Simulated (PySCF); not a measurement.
Structure problem from calculated spectra and properties.

Formula: C4H7NSi.

- Rotational structure: rotational constants A, B, C: 4.414, 2.232, 1.700 GHz [GFN2-xTB]
- Triplet: lowest triplet excitation (Tamm–Dancoff): 4.93 eV [TDA PBE0/def2-SVPD]
- NMR, other nuclei: isotropic shieldings of nuclei other than C and H, by class: -21 (1 N), 457 (1 Si) ppm [GIAO PBE0/pcSseg-1]
- UV, first state: lowest singlet excitation: 6.23 eV (199 nm, f = 0.131) [TDDFT PBE0/def2-SVPD]
- Polarisability: 77.0 au [PBE0/def2-SVPD]
- 13C NMR: chemical shifts (computed TMS as zero) by class: 127.2 (1 C), 4.8 (1 C), -7.0 (1 C), -9.3 (1 C) ppm [GIAO PBE0/pcSseg-1]

The electronic properties come from PySCF, for the isolated species, density fitting. Levels stand in brackets. Geometry: GFN2-xTB; no solvent, vibrations or thermal averaging. Each NMR value is the plain mean over a class of atoms that symmetry, rotation or inversion makes alike.

Task: What is the compound? Reason from the data.

Result: Numbering: `[CH3:1][Si@@H:2]1[CH2:3][C@@H:4]1[C:5]#[N:6]`. Its formula, C4H7NSi, gives 3 degrees of unsaturation: 1 ring and 2 π bonds in the structure found. 4 carbons fall into 4 classes; from least to most shielded: nitrile carbon [C5] (127.2 ppm), ring sp3 carbon bound to silicon [C3] (4.8 ppm), ring sp3 carbon bound to silicon [C4] (-7.0 ppm), Si-methyl carbon [C1] (-9.3 ppm). The other shieldings belong to: -21 ppm, nitrile nitrogen [N6]; 457 ppm, SiH silicon [Si2]. The optimised geometry has point group C1 and is an asymmetric top. Structure: `C[Si@@H]1C[C@@H]1C#N`. Computed isomers that give other values at the same levels: `N#C[SiH2]C1CC1` (13C chemical shifts (computed TMS as zero) by class: 122.4 (1 C), 4.0 (2 C), -7.7 (1 C) ppm); `[SiH3]/N=C/C1=CC1` (13C chemical shifts (computed TMS as zero) by class: 163.4 (1 C), 128.5 (1 C), 127.4 (1 C), 9.8 (1 C) ppm); `C/N=C/C#C[SiH3]` (13C chemical shifts (computed TMS as zero) by class: 147.2 (1 C), 113.6 (1 C), 93.8 (1 C), 52.7 (1 C) ppm). The assignments are read from this structure; whether some other isomer fits the data as well wasn't checked. The mirror image fits equally.
